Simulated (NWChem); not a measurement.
# SiCl$_{3}$F; SMILES Cl[Si](Cl)(Cl)F

```xyz
5

F      0.0000     0.0000     1.8563
Si     0.0000     0.0000     0.2375
Cl     1.7807     0.7674    -0.4068
Cl    -1.5549     1.1584    -0.4068
Cl    -0.2258    -1.9258    -0.4068
```
Atoms are numbered in this order, from 1.

Results from NWChem. Geometry: optimised at PBE-D3(BJ)/def2-SVP. Level: B3LYP/def2-SVP with SMD (1 M gas to 1 M solution), gas-phase geometry. Reactions with the solvent are ignored.

### Question
Among these, which solvent gives the highest value of “solvation free energy (kcal/mol)”?
A. benzene
B. anisole
C. methanol
D. water

### Answer
D, water. Values: benzene -3.4; methanol -3.0; anisole -2.8; water 1.2
